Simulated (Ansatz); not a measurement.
Reaction (ligand exchange at a B–O bond): `BOC[SiH2]Br` + `[NH2][GaH2]` → `B[NH][GaH2]` + `OC[SiH2]Br`

Computed with Ansatz on PBE0-D4/def2-TZVP structures; ΔE is electronic, products minus reactants. CCSD(T)/CBS is the MP2 limit (def2-TZVPP, def2-QZVPP) plus CCSD(T) − MP2 in def2-TZVPP, frozen cores. DFT in def2-TZVPP. B3LYP here is the variant with VWN-RPA as its local correlation; programs differ in this. For Br, Ga outer-core shells are correlated without core-valence functions, which leaves a few kJ/mol of doubt a bond. Scalar relativity is left out up to krypton. One conformer a species, not always the lowest.

`BOC[SiH2]Br`:

Cartesian coordinates in Å:
```
B 0.181 -1.829 -0.877
O 0.181 -1.176 0.298
C -0.659 -0.059 0.534
Si 0.349 1.535 0.555
Br 1.291 1.787 -1.438
H -0.594 -1.515 -1.740
H 0.964 -2.724 -0.990
H -1.141 -0.191 1.510
H -1.449 0.008 -0.224
H 1.427 1.475 1.568
H -0.550 2.687 0.804
```

`[NH2][GaH2]`:

Cartesian coordinates in Å:
```
N 0.901 -0.088 -0.298
Ga -0.813 0.079 0.269
H 1.655 -0.419 0.278
H 1.211 0.140 -1.227
H -1.106 -0.324 1.749
H -1.849 0.610 -0.771
```

`B[NH][GaH2]`:

```xyz
8

B    -0.742   -0.552   -1.073
N    -0.541    0.280    0.034
Ga    1.024    0.380    1.023
H    -1.794   -0.549   -1.652
H     0.153   -1.267   -1.432
H    -1.313    0.869    0.312
H     2.190   -0.543    0.564
H     1.023    1.382    2.224
```

`OC[SiH2]Br`:

Z-matrix (Å, degrees):
```
C
Si 1 1.884
O 1 1.415 2 112.3
H 1 1.100 2 110.0 3 -125.5
H 1 1.095 2 108.7 3 118.1
Br 2 2.234 1 105.9 3 53.9
H 2 1.484 1 112.3 3 171.7
H 2 1.481 1 112.3 3 -62.5
H 3 0.963 1 108.2 2 -54.6
```

Task: Is it downhill or uphill in electronic energy at CCSD(T)/CBS, and by how much? (Estimate.)

Result: The calculation gave: Uphill: ΔE = +15.6 kJ/mol.

Task: What do these levels give: B3LYP-D4, ωB97M-V, B2PLYP, r2SCAN, PBE0, B3LYP, MP2/def2-TZVPP, CCSD(T)/def2-TZVPP, MP2/def2-QZVPP, HF/CBS(def2), MP2/CBS(def2), CCSD/CBS(def2)? (Best estimate.)

Result: The calculation gave: B3LYP-D4 16.5, ωB97M-V 13.7, B2PLYP 15.3, r2SCAN 14.6, PBE0 9.6, B3LYP 15.0, MP2/def2-TZVPP 12.9, CCSD(T)/def2-TZVPP 13.8, MP2/def2-QZVPP 14.3, HF/CBS(def2) 16.4, MP2/CBS(def2) 14.7, CCSD/CBS(def2) 15.5 kJ/mol.

Largest T1 diagnostic among the species: 0.014.
